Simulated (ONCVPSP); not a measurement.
An odd input for ONCVPSP 4.0.1 (Li (Z = 3))

Command:

```bash
oncvpspnr.x < Li.dat > Li.out
```

Input:

```
# ATOM AND REFERENCE CONFIGURATION
# atsym  z   nc   nv     iexc    psfile
  Li 3.00    1    1        4      upf
#
#   n    l    f
    1    0    2.00
    2    0    0.50
#
# PSEUDOPOTENTIAL AND OPTIMIZATION
# lmax
    2
#
#   l,   rc,      ep,       ncon, nbas, qcut
    0    2.05    0.00    4    9    3.60
    1    1.75    0.04    4    8    3.80
    2    1.80    0.26    3   11    5.40
#
# LOCAL POTENTIAL
# lloc, lpopt,  rc(5),   dvloc0
    4    5    1.65    0.00
#
# VANDERBILT-KLEINMAN-BYLANDER PROJECTORs
# l, nproj, debl
    0    2    3.10
    1    1    3.40
    2    2    3.30
#
# MODEL CORE CHARGE
# icmod, fcfact, rcfact
    2    0.55    1.15
#
# LOG DERIVATIVE ANALYSIS
# epsh1, epsh2, depsh
   -2.00    5.00    0.02
#
# OUTPUT GRID
# rlmax, drl
    6.00    0.01
#
# TEST CONFIGURATIONS
# ncnf
    2
# nvcnf
#   n    l    f
    1
    2    0    1.00
#
    2
    2    0    0.00
    2    1    1.00
#
```

This is an input that runs to its end, with one change: nbas of l = 2 set to 11. The unchanged file is no sound one. Note: no bound ghost flagged; GHOST(+) flagged for s at 128.3 eV.

Q: How does the run end?

A: The program refuses the input: "test_data: must have ncon+3 <= nbas <= ncon+5, l= 2". (oncvpspnr.x prints a scalar-relativistic banner.)

```
ONCVPSP  (Optimized Norm-Conservinng Vanderbilt PSeudopotential)
scalar-relativistic version 4.0.1

test_data: must have ncon+3 <= nbas <= ncon+5, l=   2
 for nproj=2
ERROR: test_data found   1 ERROR; stopping
```
